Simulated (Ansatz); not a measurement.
AlBF2H2O, SMILES `O[B](F)[AlH][F]` at its PBE0-D4/def2-TZVP geometry, where that method's forces vanish. Total charge 0; spin multiplicity 1.

| atom | x (Å) | y (Å) | z (Å) |
| --- | --- | --- | --- |
| O1 | -1.102 | 0.569 | 1.440 |
| B2 | -0.757 | 0.569 | 0.132 |
| F3 | -1.519 | 1.329 | -0.648 |
| Al4 | 0.886 | -0.549 | -0.711 |
| F5 | 1.175 | -0.459 | -2.334 |
| H6 | -0.547 | 0.019 | 1.996 |
| H7 | 1.865 | -1.477 | 0.124 |

(1) For each bond, give half the difference of the two atoms' forces along it (eV/Å; positive pushes the atoms apart) under PBE-D4, r2SCAN-D4, B3LYP-D4, ωB97M-V in def2-TZVPP. (An estimate is asked.)

Results:

(1) Computed: 
```
  bond  length (Å)  PBE-D4  r2SCAN-D4  B3LYP-D4  ωB97M-V
 O1–B2       1.353    0.32       0.21      0.12     0.17
 O1–H6       0.959    0.34      -0.01     -0.03    -0.10
 B2–F3       1.329    0.45       0.17      0.17     0.23
B2–Al4       2.159   -0.40      -0.16     -0.11    -0.22
Al4–F5       1.651    0.48       0.05      0.16     0.16
Al4–H7       1.586    0.00      -0.03     -0.12    -0.15
```

B3LYP here is the variant with VWN-RPA as its local correlation; programs differ in this.
